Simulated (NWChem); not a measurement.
System: C3H2BF3; SMILES C#C[C@@H](F)B(F)F

Excerpt of the output:

```
             Northwest Computational Chemistry Package (NWChem) 7.3.0
             --------------------------------------------------------

                             Geometry "geometry" -> ""
                             -------------------------

 Output coordinates in angstroms (scale by  1.889725989 to convert to a.u.)

  No.       Tag          Charge          X              Y              Z
 ---- ---------------- ---------- -------------- -------------- --------------
    1 C                    6.0000     1.10680400    -2.31685300     0.54761300
    2 C                    6.0000     0.41341500    -1.47272100     0.03328400
    3 C                    6.0000    -0.40051300    -0.41446200    -0.56165800
    4 F                    9.0000    -1.74854800    -0.56652500    -0.21681400
    5 B                    5.0000     0.13009600     0.99625700    -0.05543200
    6 F                    9.0000     1.28760900     1.45771800    -0.49780700
    7 F                    9.0000    -0.55675100     1.72208400     0.80157600
    8 H                    1.0000     1.71508500    -3.07048200     0.99474500
    9 H                    1.0000    -0.32842900    -0.47152600    -1.65817300

 Effective nuclear repulsion energy (a.u.)     264.4948651547

                              NWChem Property Module
                              ----------------------

  itol2e modified to match energy
  convergence criterion.

                                 NWChem DFT Module
                                 -----------------

 Summary of "ao basis" -> "ao basis" (spherical)
 ------------------------------------------------------------------------------
       Tag                 Description            Shells   Functions and Types
 ---------------- ------------------------------  ------  ---------------------
 C                          pcsseg-1                 7       17   3s3p1d
 F                          pcsseg-1                 7       17   3s3p1d
 B                          pcsseg-1                 7       17   3s3p1d
 H                          pcsseg-1                 3        5   2s1p

  itol2e modified to match energy
  convergence criterion.

            General Information
            -------------------
          SCF calculation type: DFT
          Wavefunction type:  closed shell.
          No. of atoms     :     9
          No. of electrons :    52
           Alpha electrons :    26
            Beta electrons :    26
          Charge           :     0
          Spin multiplicity:     1
          Use of symmetry is: off; symmetry adaption is: off
          Maximum number of iterations: 150
          AO basis - number of functions:   129
                     number of shells:    55
          Convergence on energy requested:  1.00D-07
          Convergence on density requested:  1.00D-05
          Convergence on gradient requested:  5.00D-04

              XC Information
              --------------
                         PBE0 Method XC Functional
                     Hartree-Fock (Exact) Exchange  0.250
          PerdewBurkeErnzerhof Exchange Functional  0.750
            Perdew 1991 LDA Correlation Functional  1.000 local
           PerdewBurkeErnz. Correlation Functional  1.000 non-local

             Grid Information
             ----------------
          Grid used for XC integration:  fine
          Radial quadrature: Mura-Knowles
          Angular quadrature: Lebedev.
          Tag              B.-S. Rad. Rad. Pts. Rad. Cut. Ang. Pts.
          ---              ---------- --------- --------- ---------
          C                   0.70       70          11.0       590
          F                   0.50       70          13.0       590
          B                   0.85       70          12.0       590
          H                   0.35       60          13.0       590
          Grid pruning is: on
          Number of quadrature shells:   610
          Spatial weights used:  Erf1

[...]

          -----------------------------------------
          Chemical Shielding Tensors (GIAO, in ppm)
          -----------------------------------------

                                NWChem CPHF Module
                                ------------------

  scftype          =     RHF
  nclosed          =       26
  nopen            =        0
  variables        =     2678
  # of vectors     =        3
  tolerance        = 0.10D-03
  level shift      = 0.00D+00
  max iterations   =       50
  max subspace     =       30

 SCF residual:    5.5028646621798439E-005

Iterative solution of linear equations
  No. of variables     2678
  No. of equations        3
  Maximum subspace       30
        Iterations       50
       Convergence  1.0D-04

   iter   nsub   residual    time
   ----  ------  --------  ---------
     1      3    3.18D-01      50.8
     2      6    3.00D-02      55.4
     3      9    2.36D-03      60.2
     4     12    1.74D-04      64.5
     5     15    1.13D-05      69.6

      Atom:    1  C
        Diamagnetic
    257.8398    -15.8618      8.8482
    -15.8618    262.5795    -10.6491
      8.8482    -10.6491    249.0231

        Paramagnetic
   -157.6661    -61.9635     35.2230
    -61.9635   -137.4146    -47.7900
     35.2230    -47.7900   -188.3278

        Total Shielding Tensor
    100.1738    -77.8252     44.0713
    -77.8252    125.1650    -58.4392
     44.0713    -58.4392     60.6953

           isotropic =      95.3447
          anisotropy =     193.2342

          Principal Components and Axis System
                 1           2           3
              224.1675     35.8591     26.0074

      1        -0.5850      0.8033      0.1119
      2         0.7008      0.4312      0.5683
      3        -0.4082     -0.4108      0.8152

      Atom:    2  C
        Diamagnetic
    265.1387    -16.2061      8.6238
    -16.2061    269.1153     -9.4515
      8.6238     -9.4515    253.6176

        Paramagnetic
   -161.4330    -98.8531     59.5601
    -98.8531   -114.5899    -79.2840
     59.5601    -79.2840   -193.1252

        Total Shielding Tensor
    103.7057   -115.0592     68.1839
   -115.0592    154.5254    -88.7355
     68.1839    -88.7355     60.4924

           isotropic =     106.2412
          anisotropy =     289.6707

          Principal Components and Axis System
                 1           2           3
              299.3550     12.3892      6.9793

      1        -0.5643      0.8172      0.1170
      2         0.7082      0.4064      0.5773
      3        -0.4242     -0.4086      0.8081

      Atom:    3  C
        Diamagnetic
    253.6863     -3.6912      0.2925
     -3.6912    247.3422     -3.1746
      0.2925     -3.1746    236.1406

        Paramagnetic
    -92.5925     19.3599    -22.5614
     19.3599   -159.4590      1.9104
    -22.5614      1.9104   -149.9606

        Total Shielding Tensor
    161.0938     15.6687    -22.2689
     15.6687     87.8832     -1.2642
    -22.2689     -1.2642     86.1800

           isotropic =     111.7190
          anisotropy =      87.5973

          Principal Components and Axis System
                 1           2           3
              170.1172     86.3113     78.7284

      1         0.9492     -0.0533      0.3101
      2         0.1848      0.8921     -0.4124
      3        -0.2546      0.4487      0.8566

      Atom:    4  F
        Diamagnetic
    493.6352      3.9229     -7.6085
      3.9229    468.5202      1.6096
     -7.6085      1.6096    467.1893

        Paramagnetic
    -55.2997    -20.9342     20.9496
    -20.9342    -54.3900    -40.0172
     20.9496    -40.0172    -62.8570

        Total Shielding Tensor
    438.3355    -17.0114     13.3412
    -17.0114    414.1301    -38.4076
     13.3412    -38.4076    404.3322

           isotropic =     418.9326
          anisotropy =      69.4936

          Principal Components and Axis System
                 1           2           3
              465.2617    421.0482    370.4880

      1        -0.6257      0.7798      0.0199
      2         0.5908      0.4570      0.6649
      3        -0.5094     -0.4277      0.7467

      Atom:    5  B
        Diamagnetic
    194.8663      4.6617     -7.0055
      4.6617    198.5312      6.3788
     -7.0055      6.3788    185.8861

        Paramagnetic
   -128.9454     -4.6087     15.7779
     -4.6087   -116.3130     -9.4547
     15.7779     -9.4547   -107.3658

        Total Shielding Tensor
     65.9208      0.0530      8.7725
      0.0530     82.2183     -3.0759
      8.7725     -3.0759     78.5204

           isotropic =      75.5531
          anisotropy =      14.7694

          Principal Components and Axis System
                 1           2           3
               85.3994     79.9420     61.3180

      1         0.3074      0.3534      0.8835
      2        -0.6588      0.7490     -0.0704
      3         0.6866      0.5604     -0.4631

      Atom:    6  F
        Diamagnetic
    480.5795      9.2375     -8.2728
      9.2375    463.7421     -4.3801
     -8.2728     -4.3801    461.4260

        Paramagnetic
   -196.2013     23.7408     77.4282
     23.7408   -267.5011   -124.6485
     77.4282   -124.6485   -194.9758

        Total Shielding Tensor
    284.3782     32.9784     69.1554
     32.9784    196.2410   -129.0286
     69.1554   -129.0286    266.4502

           isotropic =     249.0231
          anisotropy =     197.0504

          Principal Components and Axis System
                 1           2           3
              380.3901    291.7153     74.9640

      1         0.4000      0.8606     -0.3151
      2        -0.4768      0.4891      0.7304
      3         0.7827     -0.1419      0.6060

      Atom:    7  F
        Diamagnetic
    466.7342     -8.9380     -9.9322
     -8.9380    469.1339     10.6291
     -9.9322     10.6291    470.3911

        Paramagnetic
   -316.3132   -110.3468     72.8655
   -110.3468   -232.6443    -25.1796
     72.8655    -25.1796   -125.7067

[...]
```

Level: PBE0/pcSseg-1, GIAO. Coordinates come from a B3LYP/6-31G* (spherical d) optimisation. The printed shielding anisotropy is the first printed principal value minus the mean of the other two.

Task: Reconstruct the input file.

Result: Several could match; the one computed here: the input that was run:
```
start job
memory heap 200 mb stack 900 mb global 1100 mb
geometry units angstroms noautosym nocenter noautoz
  C      1.106804    -2.316853     0.547613
  C      0.413415    -1.472721     0.033284
  C     -0.400513    -0.414462    -0.561658
  F     -1.748548    -0.566525    -0.216814
  B      0.130096     0.996257    -0.055432
  F      1.287609     1.457718    -0.497807
  F     -0.556751     1.722084     0.801576
  H      1.715085    -3.070482     0.994745
  H     -0.328429    -0.471526    -1.658173
end
basis spherical
  * library pcsseg-1
end
dft
  xc pbe0
  iterations 150
end
property
  shielding
end
task dft property
```
